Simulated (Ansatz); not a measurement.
Cost and result for the atomization energy of F₂H₄OSi₂ (`O[SiH](F)[SiH2]F`) (9 atoms, 8 bonds).

```xyz
9

O    -1.5910    0.4132    0.9599
Si    0.0386    0.3158    0.8619
F     0.7003    1.7640    1.0296
Si    0.4526   -0.5011   -1.3016
F     2.0373   -0.6633   -1.5084
H    -2.0049    0.5786    1.8087
H     0.5937   -0.4997    1.9742
H    -0.0580    0.4305   -2.3391
H    -0.1687   -1.8381   -1.4851
```

Charge 0, multiplicity 1. The structure was optimised at the PBE0-D4/def2-TZVP level. It is one conformer, not always the lowest. Program: Ansatz. All runs use 4 threads of a server CPU on a shared host. Times are those of one run each, without the atoms' runs, and a repeat can differ threefold. Electronic energies, without spin–orbit coupling; frozen cores. CCSD(T)/CBS adds CCSD(T) − MP2 in def2-TZVPP to the MP2 limit, and its time is that of the two runs behind it. T1 = 0.012. B3LYP takes the VWN-RPA correlation (the form of Gaussian; ORCA's B3LYP/G).

CCSD(T)/CBS is a level of theory with its own doubt, some kJ/mol a heavy atom from the limit and from the frozen cores, so smaller differences don't rank the functionals.

| level | functions | wall time | atomization (kcal/mol) | difference from CCSD(T)/CBS | per bond |
| --- | --- | --- | --- | --- | --- |
| PBE-D4/def2-TZVPP (with forces) | 233 | 2 s | 788.1 | -4.3 | -0.5 |
| PBE0-D4/def2-TZVPP | 233 | 2.5 s | 772.9 | -19.5 | -2.4 |
| B3LYP-D4/def2-TZVPP (with forces) | 233 | 3.9 s | 781.6 | -10.8 | -1.4 |
| r2SCAN-D4/def2-TZVPP (with forces) | 233 | 3.9 s | 786.3 | -6.1 | -0.8 |
| B2PLYP/def2-TZVPP | 233 | 4.3 s | 777.2 | -15.2 | -1.9 |
| ωB97X-V/def2-TZVPP | 233 | 6 s | 790.8 | -1.6 | -0.2 |
| ωB97M-V/def2-TZVPP (with forces) | 233 | 9 s | 786.9 | -5.5 | -0.7 |
| MP2/def2-QZVPP | 431 | 16 s | 801.9 | 9.5 | 1.2 |
| CCSD(T)/def2-TZVPP | 233 | 110 s | 767.0 | -25.4 | -3.2 |
| CCSD(T)/CBS(def2) | – | 2.2 min | 792.4 | 0.0 | 0.0 |

From PBE to PBE0 (25 % exact exchange), in def2-TZVPP and without D4, the atomization energy moves by −14.5 kcal/mol: exact exchange takes away binding that semilocal exchange gives to molecules. In def2-TZVPP, CCSD(T) changes the Hartree–Fock value by +185.4 kcal/mol (the triples alone add +10.1 kcal/mol) and MP2 by +204.7 kcal/mol; breaking electron pairs costs correlation energy, which Hartree–Fock lacks. The D4 term adds +6.9 kcal/mol with B3LYP and +3.6 kcal/mol with PBE0; it sums over pairs of atoms, weighted by their polarisabilities, and B3LYP, whose exchange is more repulsive, gets the larger term.
